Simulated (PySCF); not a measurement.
C4H14OSi2, charge -1, doublet, geometry from GFN2-xTB (a state made from the parent by changing its charge; the spin is typed, not shown lowest), with bond 9-1 at 1.3 times its length; HF/STO-3G run with PySCF.

Here is a job for PySCF.
```python
from pyscf import gto, scf

mol = gto.Mole()
mol.atom = '''
    C     2.021322    1.631459    0.210560
    Si    2.051654   -0.217479    0.681373
    C     2.056062   -1.459717   -0.767550
    O    -0.140466   -0.216250    0.579332
    Si   -1.640436   -0.025141    0.239500
    C    -2.094529    1.696514   -0.477415
    C    -2.331413   -1.277475   -1.039791
    H     1.028157    1.931244   -0.110459
    H     2.363692    2.418879    1.333858
    H     2.725482    1.872596   -0.583665
    H     1.730703   -0.652974    2.041523
    H     2.366250   -2.440879   -0.415203
    H     2.738051   -1.168713   -1.564388
    H     1.060692   -1.561524   -1.190020
    H    -2.529988   -0.177212    1.434155
    H    -1.585168    1.884515   -1.420806
    H    -3.162819    1.808904   -0.654474
    H    -1.793293    2.482077    0.212640
    H    -2.172065   -2.295935   -0.692366
    H    -1.833344   -1.184612   -2.002976
    H    -3.399321   -1.152654   -1.210297
'''
mol.basis = 'sto-3g'
mol.charge = -1
mol.spin = 1
mol.verbose = 4
mol.build()

mf = scf.UHF(mol)
mf.DIIS = scf.EDIIS
mf.kernel()
mf.analyze()
```

Task: Predict the main parts of the log of this PySCF run.

Result: 
```
PySCF version 2.14.0

[INPUT] verbose = 4
[INPUT] num. atoms = 21
[INPUT] num. electrons = 75
[INPUT] charge = -1
[INPUT] spin (= nelec alpha-beta = 2S) = 1
[INPUT] symmetry False subgroup None
[INPUT] Mole.unit = angstrom
[INPUT] Symbol           X                Y                Z      unit          X                Y                Z       unit  Magmom
[...]
nuclear repulsion = 457.197893652185
number of shells = 39
number of NR pGTOs = 171
number of NR cGTOs = 57
basis = sto-3g
ecp = {}

******** <class 'pyscf.scf.uhf.UHF'> ********
method = UHF
initial guess = minao
damping factor = 0
level_shift factor = 0
DIIS = <class 'pyscf.scf.diis.EDIIS'>
diis_start_cycle = 1
diis_space = 8
diis_damp = 0
SCF conv_tol = 1e-09
SCF conv_tol_grad = None
SCF max_cycles = 50
direct_scf = True
direct_scf_tol = 1e-13
number electrons alpha = 38  beta = 37
Set gradient conv threshold to 3.16228e-05
init E= -802.522888806737

cycle= 1 E= -802.350525717322  delta_E= 0.172  |g|= 0.475  |ddm|=  3.7
cycle= 2 E= -802.515748867873  delta_E= -0.165  |g|= 0.257  |ddm|= 1.25
cycle= 3 E= -802.559481645809  delta_E= -0.0437  |g|= 0.0545  |ddm|= 0.487
cycle= 4 E= -802.561872332396  delta_E= -0.00239  |g|= 0.0188  |ddm|= 0.0792
cycle= 5 E= -802.561872332684  delta_E= -2.89e-10  |g|= 0.0188  |ddm|= 2.45e-08
cycle= 6 E= -802.561872332866  delta_E= -1.82e-10  |g|= 0.0188  |ddm|= 1.56e-08
cycle= 7 E= -802.561872332935  delta_E= -6.82e-11  |g|= 0.0188  |ddm|= 6.18e-09
cycle= 8 E= -802.561872332816  delta_E= 1.18e-10  |g|= 0.0188  |ddm|= 1.01e-08
cycle= 9 E= -802.561872332819  delta_E= -2.73e-12  |g|= 0.0188  |ddm|= 2.82e-10
cycle= 10 E= -802.561872333143  delta_E= -3.24e-10  |g|= 0.0188  |ddm|= 2.75e-08
cycle= 11 E= -802.562239934458  delta_E= -0.000368  |g|= 0.00754  |ddm|= 0.0434
cycle= 12 E= -802.562312128975  delta_E= -7.22e-05  |g|= 0.00377  |ddm|= 0.0202
cycle= 13 E= -802.562328252001  delta_E= -1.61e-05  |g|= 0.0017  |ddm|= 0.00968
cycle= 14 E= -802.562328311672  delta_E= -5.97e-08  |g|= 0.00169  |ddm|= 4.1e-05
cycle= 15 E= -802.562332341912  delta_E= -4.03e-06  |g|= 0.000936  |ddm|= 0.00462
cycle= 16 E= -802.562332569923  delta_E= -2.28e-07  |g|= 0.000856  |ddm|= 0.000324
cycle= 17 E= -802.562333644423  delta_E= -1.07e-06  |g|= 0.000533  |ddm|= 0.00228
cycle= 18 E= -802.562333692284  delta_E= -4.79e-08  |g|= 0.000516  |ddm|= 0.000103
cycle= 19 E= -802.562333838616  delta_E= -1.46e-07  |g|= 0.000466  |ddm|= 0.000337
[...]
SCF not converged.
Total Energy =                        -802.562334992171373
[...]
spin_pop of  20 H 1s        0.00040
 ** Mulliken Spin Density (per atom)  **
spin density of  0 C =      0.04182
spin density of  1 Si =      0.79133
spin density of  2 C =      0.03458
spin density of  3 O =      0.03887
spin density of  4 Si =      0.02377
spin density of  5 C =     -0.00165
spin density of  6 C =     -0.00026
spin density of  7 H =      0.01530
spin density of  8 H =     -0.01053
spin density of  9 H =     -0.00211
spin density of  10 H =      0.05501
spin density of  11 H =     -0.00252
spin density of  12 H =     -0.00181
spin density of  13 H =      0.01524
spin density of  14 H =      0.00201
spin density of  15 H =      0.00009
spin density of  16 H =      0.00032
spin density of  17 H =      0.00012
spin density of  18 H =      0.00004
spin density of  19 H =     -0.00001
spin density of  20 H =      0.00040
 ** Mulliken pop alpha/beta on meta-lowdin orthogonal AOs **
 ** Mulliken pop       alpha | beta **
In total            38.00000 | 37.00000
 ** Mulliken atomic charges   ( Nelec_alpha | Nelec_beta ) **
charge of  0C =     -0.20845  (     3.12513      3.08331 )
charge of  1Si =      0.50395  (     7.14369      6.35236 )
charge of  2C =     -0.26670  (     3.15064      3.11606 )
charge of  3O =     -0.66030  (     4.34959      4.31071 )
charge of  4Si =      0.75357  (     6.63510      6.61133 )
charge of  5C =     -0.30384  (     3.15109      3.15275 )
charge of  6C =     -0.30343  (     3.15158      3.15185 )
charge of  7H =      0.01700  (     0.49915      0.48385 )
charge of  8H =     -0.06650  (     0.52798      0.53851 )
charge of  9H =     -0.00702  (     0.50245      0.50456 )
charge of  10H =     -0.19476  (     0.62488      0.56988 )
charge of  11H =     -0.00284  (     0.50016      0.50268 )
charge of  12H =     -0.00591  (     0.50205      0.50386 )
charge of  13H =      0.01825  (     0.49850      0.48326 )
charge of  14H =     -0.25208  (     0.62704      0.62504 )
charge of  15H =     -0.00160  (     0.50085      0.50076 )
charge of  16H =     -0.00832  (     0.50432      0.50400 )
charge of  17H =     -0.00044  (     0.50028      0.50016 )
charge of  18H =     -0.00111  (     0.50058      0.50053 )
charge of  19H =     -0.00133  (     0.50066      0.50067 )
charge of  20H =     -0.00815  (     0.50428      0.50388 )

WARN: System has nonzero charge -1; the dipole moment is origin-dependent.
Location of origin: [0. 0. 0.]

Dipole moment(X, Y, Z, Debye):  0.50321,  0.15951, -1.60705
```

The run did not converge; its last values are not results.
